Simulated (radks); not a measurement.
Charge is removed step by step from the 2p down level of Dy, starting from [He] 2s2 2p(up 3, down 3) 3s2 3p6 3d10 4s2 4p6 4d10 4f10 5s2 5p6 6s2. All-electron calculation, non-relativistic Kohn-Sham, PBEsol, spin-polarised, spherical densities, point nucleus; open shells are filled with parallel spins first (spin-orbit coupling, left out, can overturn this in heavy ions); relativity is left out, which matters for an element this heavy. Program: a radial shooting solver on a logarithmic mesh with Libxc functionals.

removed (e),E - E(0) (eV),eigenvalue (eV),E minus straight line (eV)
0,0.000,-7662.0,0.000
0.1,767.09,-7679.8,-8.045
0.2,1536.0,-7697.6,-14.311
0.3,2306.6,-7715.4,-18.795
0.4,3079.0,-7733.3,-21.493
0.5,3853.3,-7751.2,-22.401
0.6,4629.3,-7769.2,-21.516
0.7,5407.1,-7787.1,-18.836
0.8,6186.7,-7805.1,-14.358
0.9,6968.1,-7823.1,-8.080
1,7751.3,-7841.2,0.000

Removing the whole electron costs 7751.3 eV by Delta-SCF, against 7662.0 eV from minus the eigenvalue at the starting occupation. Slater's transition state (half an electron removed) gives 7751.2 eV. Integrating minus the eigenvalue over the occupation (Janak's theorem) gives 7751.3 eV. The mean slope of the eigenvalue, de/dn, is 179 eV per electron.
